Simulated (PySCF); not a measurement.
Bi(F)3, BiF3, SMILES [F][Bi]([F])[F], PBE0/def2-SVP optimised geometry.

```
4

Bi    -0.91    -1.00     0.00
F      1.11    -1.00     0.00
F     -1.11     1.00     0.00
F     -1.11    -1.23     1.99
```

Density from PBE0/def2-TZVP, def2 effective core potentials past Kr run with PySCF at that geometry. The core electrons that the potentials of Bi replace are not part of the density.

Minimum of the electron density along straight lines between bonded atoms, close to the bond critical point (lines longer than 1.1 times the sum of covalent radii, or with two minima, are not listed):

| bond | length / Å | ρ at the minimum / e bohr⁻³ | ∇²ρ there / e bohr⁻⁵ | position (fraction from the first atom) |
|---|---|---|---|---|
| Bi1–F2 | 2.016 | 0.117 | 0.48 | 0.53 |
| Bi1–F3 | 2.016 | 0.117 | 0.48 | 0.53 |
| Bi1–F4 | 2.016 | 0.117 | 0.48 | 0.53 |
